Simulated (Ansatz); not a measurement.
Relaxation of C2H5AlO2 (10 atoms, charge 0, multiplicity 1), to a largest force component of 0.02 eV/Å in at most 40 steps.

Level of theory: Ansatz 0.2.0, RKS BHLYP-D4/6-31G*.

```xyz
10
Properties=species:S:1:pos:R:3
C -1.039 -1.525 0.557
C 0.226 -1.491 0.337
O 0.940 -0.346 -0.009
Al 0.441 1.424 -0.235
O 1.561 2.728 -0.691
H -1.595 -2.385 0.798
H -1.649 -0.576 0.472
H 0.798 -2.410 0.425
H -1.174 1.792 -0.013
H 1.574 2.737 -1.640
```

Problem. Where does it end, and by what steps?

Solution. The run converged. After 20 steps the energy has fallen by 0.964 eV; H9 moved furthest, 0.98 Å.

```json
{"step": "0", "energy less start (eV)": "0.0000", "largest force component (eV/Å)": "3.420", "accepted": "yes"}
{"step": "1", "energy less start (eV)": "-0.5834", "largest force component (eV/Å)": "1.431", "accepted": "yes"}
{"step": "2", "energy less start (eV)": "-0.7104", "largest force component (eV/Å)": "1.032", "accepted": "yes"}
{"step": "3", "energy less start (eV)": "-0.7017", "largest force component (eV/Å)": "1.034", "accepted": "no"}
{"step": "4", "energy less start (eV)": "-0.7657", "largest force component (eV/Å)": "0.458", "accepted": "yes"}
{"step": "5", "energy less start (eV)": "-0.8028", "largest force component (eV/Å)": "0.352", "accepted": "yes"}
{"step": "6", "energy less start (eV)": "-0.8666", "largest force component (eV/Å)": "0.571", "accepted": "yes"}
{"step": "7", "energy less start (eV)": "-0.9341", "largest force component (eV/Å)": "0.351", "accepted": "yes"}
{"step": "8", "energy less start (eV)": "-0.9539", "largest force component (eV/Å)": "0.070", "accepted": "yes"}
{"step": "9", "energy less start (eV)": "-0.9566", "largest force component (eV/Å)": "0.035", "accepted": "yes"}
{"step": "10", "energy less start (eV)": "-0.9542", "largest force component (eV/Å)": "0.282", "accepted": "no"}
{"step": "11", "energy less start (eV)": "-0.9552", "largest force component (eV/Å)": "0.211", "accepted": "no"}
{"step": "12", "energy less start (eV)": "-0.9578", "largest force component (eV/Å)": "0.030", "accepted": "yes"}
{"step": "13", "energy less start (eV)": "-0.9584", "largest force component (eV/Å)": "0.121", "accepted": "yes"}
{"step": "14", "energy less start (eV)": "-0.9601", "largest force component (eV/Å)": "0.123", "accepted": "yes"}
{"step": "15", "energy less start (eV)": "-0.9610", "largest force component (eV/Å)": "0.081", "accepted": "yes"}
{"step": "16", "energy less start (eV)": "-0.9622", "largest force component (eV/Å)": "0.050", "accepted": "yes"}
{"step": "17", "energy less start (eV)": "-0.9628", "largest force component (eV/Å)": "0.045", "accepted": "yes"}
{"step": "18", "energy less start (eV)": "-0.9632", "largest force component (eV/Å)": "0.066", "accepted": "yes"}
{"step": "19", "energy less start (eV)": "-0.9635", "largest force component (eV/Å)": "0.036", "accepted": "yes"}
{"step": "20", "energy less start (eV)": "-0.9637", "largest force component (eV/Å)": "0.011", "accepted": "yes"}
```

```xyz
10
Properties=species:S:1:pos:R:3
C -1.090 -1.583 0.339
C 0.193 -1.265 0.375
O 0.740 -0.150 -0.140
Al 0.317 1.500 -0.091
O 1.184 2.537 -1.103
H -1.430 -2.508 0.772
H -1.825 -0.944 -0.124
H 0.923 -1.926 0.820
H -0.796 2.065 0.845
H 1.866 2.223 -1.691
```

Whether the end is a true minimum wasn't checked by a vibrational analysis.

Run time: 62 s on 2 threads of Arm Neoverse N1 (shared host), peak memory 0.17 GiB.
